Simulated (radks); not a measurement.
Q: All-electron atom: Lu18+ in [Kr] 4d10 4f7 (the NIST ground configuration). Calculated with a radial shooting solver on a logarithmic mesh with Libxc functionals: non-relativistic Kohn-Sham, LB94 model potential, spin-polarised, spherical densities, point nucleus; open shells are filled with parallel spins first (spin-orbit coupling, left out, can overturn this in heavy ions); relativity is left out, which matters for an element this heavy. Some entries of the table are withheld. Estimate them.

| orbital | occ. | eigenvalue (eV) | r(max) (bohr) | <r^2> (bohr^2) |
|---|---|---|---|---|
| 1s down | 1 | -59116.14 | 0.01416 | 0.0006076 |
| 1s up | 1 | -59116.14 | 0.01416 | 0.0006076 |
| 2s down | 1 | -10029.16 | 0.07720 | 0.009546 |
| 2s up | 1 | -10028.94 | 0.07720 | 0.009545 |
| 2p down | 3 | -9620.328 | 0.05995 | 0.007064 |
| 2p up | 3 | -9620.173 | 0.05995 | 0.007063 |
| 3s up | 1 | -2628.738 | 0.2129 | 0.06019 |
| 3s down | 1 | -2628.114 | 0.2129 | 0.06006 |
| 3p up | 3 | -2439.739 | 0.2009 | 0.05581 |
| 3p down | 3 | -2439.272 | 0.2008 | 0.05568 |
| 3d up | 5 | -2086.133 | 0.1588 | 0.04368 |
| 3d down | 5 | -2086.034 | 0.1587 | 0.04357 |
| 4s up | 1 | -865.7211 | 0.4760 | 0.2858 |
| 4s down | 1 | -858.1829 | 0.4764 | 0.2870 |
| 4p up | 3 | -787.3385 | 0.4766 | 0.2937 |
| 4p down | 3 | -779.8915 | 0.4771 | 0.2952 |
| 4d up | 5 | -644.9301 | 0.4714 | 0.3084 |
| 4d down | 5 | -637.6885 | 0.4720 | 0.3105 |
| 4f up | 7 | -460.1906 | 0.4225 | 0.3267 |
| 4f down | 0 | -453.6478 | 0.4220 | 0.3303 |
| 5s up | 0 | -412.7261 | (1) | 1.061 |
| 5s down | 0 | -409.9659 | (2) | 1.072 |
| 5p up | 0 | (3) | (4) | 1.136 |
| 5p down | 0 | (5) | (6) | 1.149 |

A: 
(1) 5s up r(max) (bohr): 0.9629
(2) 5s down r(max) (bohr): 0.9669
(3) 5p up eigenvalue (eV): -381.4140
(4) 5p up r(max) (bohr): 0.9936
(5) 5p down eigenvalue (eV): -378.8532
(6) 5p down r(max) (bohr): 0.9984
